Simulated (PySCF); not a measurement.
## Correlation energy of Al (aluminium, neutral)

[Ne] 3s2 3d1, 2D determinant (an excited configuration). Calculation: PySCF 2.14, in dyall-acv3z; the non-relativistic Hamiltonian (point nucleus). Frozen: [Ne]; 3 electrons correlated; the 23 highest virtual orbitals of each spin left out.

| level | correlation energy (mhartree) |
| --- | --- |
| CCSD | -58.13 |
| (T) | -5.09 |
| CCSD(T) | -63.22 |

Diagnostics: T1 = 0.071, D1 = 0.1721, largest double amplitude 0.323.

The outer electron is Rydberg-like, and this basis confines it to a smaller radius and binds it less than a complete one would. T1 exceeds 0.03, a sign that the reference determinant is poor. A double-excitation amplitude exceeds 0.15, a sign of near-degeneracy.

Cost of the coupled-cluster step: about 23 core-seconds, for 3 correlated electrons.

Iterations:

```
CC2 = 0
CCSD nocc = (np.int64(2), np.int64(1)), nmo = (85, 85)
frozen orbitals [[0, 1, 2, 3, 4, 90, 91, 92, 93, 94, 95, 96, 97, 98, 99, 100, 101, 102, 103, 104, 105, 106, 107, 108, 109, 110, 111, 112], [0, 1, 2, 3, 4, 90, 91, 92, 93, 94, 95, 96, 97, 98, 99, 100, 101, 102, 103, 104, 105, 106, 107, 108, 109, 110, 111, 112]]
max_cycle = 100
direct = 0
conv_tol = 1e-08
conv_tol_normt = 1e-06
diis_space = 8
diis_start_cycle = 0
Init t2, MP2 energy = -0.0366723846834174
Init E_corr(UCCSD) = -0.036672384684767
cycle = 1  E_corr(UCCSD) = -0.0448831667064991  dE = -0.00821078202  norm(t1,t2) = 0.0767109
cycle = 2  E_corr(UCCSD) = -0.0485841544460018  dE = -0.00370098774  norm(t1,t2) = 0.0517614
cycle = 3  E_corr(UCCSD) = -0.0540962213624485  dE = -0.00551206692  norm(t1,t2) = 0.0414555
cycle = 4  E_corr(UCCSD) = -0.0566785231844019  dE = -0.00258230182  norm(t1,t2) = 0.0269512
cycle = 5  E_corr(UCCSD) = -0.0587302220573358  dE = -0.00205169887  norm(t1,t2) = 0.0104219
cycle = 6  E_corr(UCCSD) = -0.0576756673391845  dE = 0.00105455472  norm(t1,t2) = 0.00364565
cycle = 7  E_corr(UCCSD) = -0.0582127217666923  dE = -0.000537054428  norm(t1,t2) = 0.00246972
cycle = 8  E_corr(UCCSD) = -0.0581246976584255  dE = 8.80241083e-05  norm(t1,t2) = 0.000631037
cycle = 9  E_corr(UCCSD) = -0.0581418918089264  dE = -1.71941505e-05  norm(t1,t2) = 0.000132573
cycle = 10  E_corr(UCCSD) = -0.0581303791910228  dE = 1.15126179e-05  norm(t1,t2) = 6.7279e-05
cycle = 11  E_corr(UCCSD) = -0.0581325269222819  dE = -2.14773126e-06  norm(t1,t2) = 1.77755e-05
cycle = 12  E_corr(UCCSD) = -0.0581321901148001  dE = 3.36807482e-07  norm(t1,t2) = 3.16681e-06
cycle = 13  E_corr(UCCSD) = -0.0581321815162607  dE = 8.5985394e-09  norm(t1,t2) = 7.42671e-07
UCCSD converged
E(UCCSD) = -241.7775844913665  E_corr = -0.05813218151626066
UCCSD(T) correction = -0.00509198543246183
```
